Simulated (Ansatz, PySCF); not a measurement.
System: sum formula SiHBr$_{2}$ (charge 0, doublet). It need not be the lowest isomer of its formula. 
Structure (B3LYP-D3(BJ)/def2-TZVP (Ansatz, a quantum-chemistry and plane-wave program) minimum search):
```xyz
4

Si    -0.0023    -1.0279     0.0647
Br    -1.8407     0.2400     0.0579
Br     1.8428     0.2247    -0.0508
H     -0.0419    -1.8745    -1.1568
```
Charge 0, spin multiplicity 2.

Dipole moments at this geometry, in debye (magnitudes).

```tsv
level	program	dipole (D)
SVWN5/def2-TZVPD	Ansatz	0.89
PBE/def2-TZVPD	Ansatz	0.84
BLYP/def2-TZVPD	Ansatz	0.87
r2SCAN/def2-TZVPD	Ansatz	…
PBE0/def2-TZVPD	Ansatz	0.99
r2SCANh/def2-TZVPD	Ansatz	0.99
M06-2X/def2-TZVPD	PySCF	1.21
HSE06/def2-TZVPD	Ansatz	0.99
CAM-B3LYP/def2-TZVPD	Ansatz	1.09
LC-wPBE/def2-TZVPD	Ansatz	1.11
wB97M-V/def2-TZVPD	Ansatz	1.08
wB97X-V/def2-TZVPD	Ansatz	1.06
CCSD(T)/def2-SVPD	Ansatz	…
```

Question: Fill in the missing entries.

Answer: 
- r2SCAN/def2-TZVPD, dipole (D): 0.94
- CCSD(T)/def2-SVPD, dipole (D): 1.00
